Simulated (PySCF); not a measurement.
## N²⁺: ionisation energy

N²⁺ [He] 2s2 2p1 (2P) → N³⁺ [He] 2s2 (1S), as a difference of total energies. Calculation: PySCF 2.14, in ANO-R3; the spin-free X2C one-electron Hamiltonian (Gaussian nucleus). Correlated levels: valence: 1s2 frozen; valence and next inner shell: nothing frozen. The calculations carry no spin-orbit coupling.

```
                                method  ionisation energy (eV)  plus first-order spin-orbit estimate  difference from reference of that sum (eV)
                                   UHF                  47.289                                47.304                                      -0.141
                                   LDA                  47.846                                47.861                                      +0.416
                                   PBE                  48.010                                48.024                                      +0.579
                                  PBE0                  47.993                                48.007                                      +0.562
                                r2SCAN                  48.208                                48.222                                      +0.777
                                 B3LYP                  48.282                                48.296                                      +0.851
                                   M06                  47.821                                47.835                                      +0.390
                                  TPSS                  48.213                                48.227                                      +0.782
                                 B97-3                  48.009                                48.023                                      +0.578
                         MP2 (valence)                  47.467                                47.482                                      +0.037
                     SCS-MP2 (valence)                  47.416                                47.431                                      -0.014
    MP2 (valence and next inner shell)                  47.482                                47.497                                      +0.052
SCS-MP2 (valence and next inner shell)                  47.423                                47.438                                      -0.007
```

Reference: 47.445 eV (semi-empirical (NIST evaluation); NIST Atomic Spectra Database, ionization energies).

A first-order spin-orbit estimate (lowest level to lowest level, LS coupling) adds 0.014 eV.

Errors of the correlated levels include the incompleteness of this basis and the frozen core.
